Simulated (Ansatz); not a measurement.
This geometry of BH3O + BrH (7 atoms, charge 0, multiplicity 1) is a first-order saddle point.

Computed with Ansatz, RKS PBE0/def2-SVP.

```xyz
7
Properties=species:S:1:pos:R:3
B 0.032 0.017 0.186
O -0.132 -0.073 1.642
H -1.059 -0.202 1.885
H 1.150 -0.182 -0.199
H -0.952 -0.156 -0.487
Br 0.162 2.435 0.514
H 0.048 1.217 1.599
```

Q: Which two structures does it join? (They come from a converged band through this point; their orientation in space is the band's.)

A: Bonds broken: Br6–H7. Bonds formed: B1–Br6, O2–H7. BH3O + BrH becomes BBrH4O.

First end point:

```xyz
7
Properties=species:S:1:pos:R:3
B -0.113 -0.528 -0.030
O -0.479 0.217 1.038
H -1.164 -0.184 1.585
H 0.742 -0.067 -0.745
H -0.638 -1.601 -0.229
Br 0.697 3.254 1.956
H 0.202 1.964 1.564
```

Last end point:

```xyz
7
Properties=species:S:1:pos:R:3
B 0.015 0.351 0.062
O -0.184 -0.101 1.618
H -1.064 0.201 1.895
H 1.151 0.031 -0.197
H -0.890 -0.197 -0.521
Br -0.220 2.350 0.136
H 0.442 0.420 2.147
```

Q: How far does it lie above each of them?

A: 0.77 eV above the first and 0.74 eV above the second. This is the barrier of this one path; another mechanism may lie lower. The orbitals stay closed-shell, which can raise the energy where a bond breaks towards radicals; this wasn't checked here.

Run time: 2.5 min on 1 thread of AMD EPYC 9R45 96-Core Processor (Zen 5) (shared host), peak memory 0.21 GiB.
